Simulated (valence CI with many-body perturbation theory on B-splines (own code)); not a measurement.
The numbers below are computed, except where a source is named.
Energy levels of Al⁸⁺

Level of theory: relativistic CI+MBPT: three valence electrons over a frozen Dirac-Fock core [He], a basis of 11 s, 11 p, 9 d, 7 f, 5 g, 2 h, 1 i functions for each j, with the one-electron correlation potential Σ1 (screened to all orders), the two-electron term Σ2, the three-electron term Σ3, Breit, model QED; selected single and double excitations, second order for the rest, scaled by the run's own slope (own B-spline code, finite nucleus).

No measured levels were compared; by estimate levels of excited configurations hold to 0.05 to 0.15 % of their energy, terms of the ground configuration to about 0.5 %.

Levels 1 to 45 of 69, with energies above the lowest level, 2s²2p ²P°_1/2. "Leading %" is the weight of the configuration and term that name the level; weights of strongly mixed levels are sums over their largest components and can fall short. In the jj column 3d3/2^4 stands for four electrons in 3d with j = 3/2.

```tsv
No.	Configuration	Term	J	E (cm⁻¹)	Leading %	g	Leading jj
1	2s²2p	²P°	1/2	0	97	0.665	2s^2 2p1/2 (97 %)
2	2s²2p	²P°	3/2	4887	96	1.333	2s^2 2p3/2 (96 %)
3	2s2p²	⁴P	1/2	145130	100	2.669	2s 2p1/2^2 (46 %)
4	2s2p²	⁴P	3/2	146840	100	1.734	2s 2p1/2 2p3/2 (89 %)
5	2s2p²	⁴P	5/2	149320	100	1.600	2s 2p3/2^2 (64 %)
6	2s2p²	²D	5/2	259740	100	1.200	2s 2p1/2 2p3/2 (64 %)
7	2s2p²	²D	3/2	259760	100	0.799	2s 2p1/2 2p3/2 (68 %)
8	2s2p²	²S	1/2	332840	98	1.980	2s 2p3/2^2 (60 %)
9	2s2p²	²P	1/2	354230	98	0.687	2s 2p1/2 2p3/2 (65 %)
10	2s2p²	²P	3/2	357110	99	1.333	2s 2p3/2^2 (57 %)
11	2p³	⁴S°	3/2	460850	100	2.001	2p1/2 2p3/2^2 (55 %)
12	2p³	²D°	5/2	520050	99	1.200	2p1/2 2p3/2^2 (99 %)
13	2p³	²D°	3/2	520110	99	0.801	2p1/2 2p3/2^2 (44 %)
14	2p³	²P°	1/2	585270	96	0.665	2p1/2 2p3/2^2 (96 %)
15	2p³	²P°	3/2	585630	96	1.332	2p3/2^3 (54 %)
16	2s²3s	²S	1/2	1500800	93	2.002	2s^2 3s (93 %)
17	2s²3p	²P°	1/2	1573400	90	0.665	2s^2 3p1/2 (90 %)
18	2s²3p	²P°	3/2	1574700	90	1.334	2s^2 3p3/2 (90 %)
19	2s²3d	²D	3/2	1641900	93	0.799	2s^2 3d3/2 (93 %)
20	2s²3d	²D	5/2	1642300	93	1.200	2s^2 3d5/2 (93 %)
21	2s2p3s	⁴P°	1/2	1656500	98	2.668	2s 2p1/2 3s (88 %)
22	2s2p3s	⁴P°	3/2	1658200	98	1.733	2s 2p1/2 3s (58 %)
23	2s2p3s	⁴P°	5/2	1661200	98	1.601	2s 2p3/2 3s (98 %)
24	2s2p3s	²P°	1/2	1690700	94	0.666	2s 2p1/2 3s (72 %)
25	2s2p3s	²P°	3/2	1693900	94	1.334	2s 2p3/2 3s (85 %)
26	2s2p3p	²P	1/2	1720700	67	0.466	2s 2p1/2 3p1/2 (70 %)
27	2s2p3p	²P	3/2	1722200	69	1.299	2s 2p1/2 3p1/2 (49 %)
28	2s2p3p	⁴D	1/2	1723900	69	0.199	2s 2p3/2 3p3/2 (33 %)
29	2s2p3p	⁴D	3/2	1724600	72	1.238	2s 2p1/2 3p3/2 (39 %)
30	2s2p3p	⁴D	5/2	1725700	99	1.372	2s 2p1/2 3p3/2 (42 %)
31	2s2p3p	⁴D	7/2	1728400	99	1.429	2s 2p3/2 3p3/2 (99 %)
32	2s2p3p	⁴S	3/2	1738900	97	1.992	2s 2p3/2 3p3/2 (43 %)
33	2s2p3p	⁴P	1/2	1748300	99	2.667	2s 2p1/2 3p1/2 (47 %)
34	2s2p3p	⁴P	3/2	1749600	97	1.737	2s 2p3/2 3p1/2 (56 %)
35	2s2p3p	⁴P	5/2	1751100	98	1.597	2s 2p3/2 3p3/2 (58 %)
36	2s2p3p	²D	3/2	1757300	97	0.802	2s 2p1/2 3p3/2 (57 %)
37	2s2p3p	²D	5/2	1760500	97	1.203	2s 2p3/2 3p3/2 (55 %)
38	2s2p3p	²S	1/2	1780900	98	2.000	2s 2p3/2 3p3/2 (57 %)
39	2s2p3d	⁴F°	3/2	1781100	99	0.402	2s 2p1/2 3d3/2 (80 %)
40	2s2p3d	⁴F°	5/2	1782000	99	1.031	2s 2p1/2 3d3/2 (37 %)
41	2s2p3d	⁴F°	7/2	1783500	99	1.240	2s 2p1/2 3d5/2 (39 %)
42	2s2p3d	⁴F°	9/2	1785500	100	1.334	2s 2p3/2 3d5/2 (100 %)
43	2s2p3d	⁴D°	1/2	1797700	97	0.019	2s 2p1/2 3d3/2 (54 %)
44	2s2p3d	⁴D°	3/2	1797900	92	1.204	2s 2p3/2 3d3/2 (29 %)
45	2s2p3d	⁴D°	5/2	1798300	84	1.374	2s 2p1/2 3d5/2 (56 %)
```

Names give the largest LS component (configuration and term), which can be under half, so a name can repeat, a term be missing and a line seem to break the LS rules; names also repeat where a configuration has a term twice.

Where two levels of one J and parity lie close, their mixing, g and order are uncertain.

The ionisation energy to 2s² ¹S0 of the next ion comes out as 330.17 eV (NIST: 330.21 ± 0.04 eV (semi-empirical)). All 69 levels together are meant to be complete up to 1953600 cm⁻¹.
